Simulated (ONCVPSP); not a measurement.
Plane-wave convergence, ONCV potential for oxygen

```
Element                 : O (Z = 8)
Generator               : ONCVPSP 4.0.1
Type                    : optimised norm-conserving Vanderbilt (ONCV)
Functional              : LDA (Perdew-Wang 92)
Relativity              : scalar-relativistic
Frozen core             : [He]
Valence charge          : 6
Reference configuration : 2s2 2p4
Partial waves           : 2s: rc 0.75 bohr, ncon 5, nbas 9, qcut 10.4 1/bohr, local; 2p: rc 1.85 bohr, ncon 4, nbas 9, qcut 9.2 1/bohr, 2 projectors, debl 1.1 Ha
Local potential         : the s channel
Core correction         : none
```

**Question.** For each optimised wave give the share of its norm inside rc, the residual kinetic energy above qcut (Ha) and the cutoffs (Ha) for errors of 10, 1, 0.1 and 0.01 mHa per electron.

**Answer.**

```tsv
wave	norm inside rc	residual KE	10 mHa	1 mHa	0.1 mHa	0.01 mHa
2s	0.228	1.0e-04	29.4	42.1	54.5	343.4
2p	0.825	4.3e-09	18.8	24.5	29.3	33.1
p projector 2	0.207	2.7e-08	19.2	25.5	30.7	34.8
```

The occupied waves need 42 Ha and 54 Ha for 1 and 0.1 mHa. Its largest configuration-test error is +1491 meV.
